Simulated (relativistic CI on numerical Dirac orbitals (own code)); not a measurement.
## One change at a time: W XXXVII

Base calculation: Dirac-Coulomb-Breit CI, orbitals from a KLI potential per configuration, model QED (radiative potential, 1s self-energy scaled to tabulated hydrogen-like ionisation energies), unscaled Slater integrals.

CI space (outside the closed core [Ar] 3d10): 4s²4p⁶4d², 4s²4p⁶4d4f, 4s²4p⁵4d³, 4s4p⁶4d³, 4s²4p⁵4d²4f, 4s4p⁶4d²4f, 4s²4p⁶4d5s, 4s²4p⁶4f5s, 4s²4p⁶4d5p, 4s²4p⁶4f², 4s²4p⁵4f³, 4s4p⁶4f³, 4s²4p⁶4f5p, 4s²4p⁵4f²5p, 4s4p⁶4f²5p. Double excitations out of closed p, d and f shells are left out; levels of such configurations are missing from the list, as are those of other unlisted configurations, and high levels can miss mixing partners.

The lowest level and the first level of each name with at least 55 % of one term (blank where a level has no safe partner in the second run):

```tsv
Level	Base (cm⁻¹)	Shift (cm⁻¹)
4s²4p⁶4d² ³F2	0	0
4s²4p⁶4d² ³P0	69310	-27804
4s²4p⁶4d² ³F3	139835	-139835
4s²4p⁶4d² ¹G4	182360	
4s²4p⁶4d² ³P1	182875	-141369
4s²4p⁶4d² ³F4	307466	
4s²4p⁶4d² ¹S0	415820	-252925
4s²4p⁵4d³ ⁵D°0	1294490	-150637
4s²4p⁵4d³ ³I°7	1590175	-335149
```

At this charge energies of transitions that change n are usually good to better than 1 %, and those within a shell (Δn = 0) to a few per cent. Terms inside the open d or f shell come out 10 to 20 % too wide with unscaled integrals.

Task: One thing was changed in a second run, which moved the levels as shown. Which?
A. P86 correlation estimate
B. QED terms removed
C. Breit term removed
D. one mean potential for all configurations
E. configuration mixing switched off
F. non-relativistic limit

Result: F. Non-relativistic limit. Without relativity the fine structure collapses and s electrons lose their extra binding.

LS names give the leading component of a level, which can be under half, so a name can repeat, a term be missing and a line seem to break the LS rules.
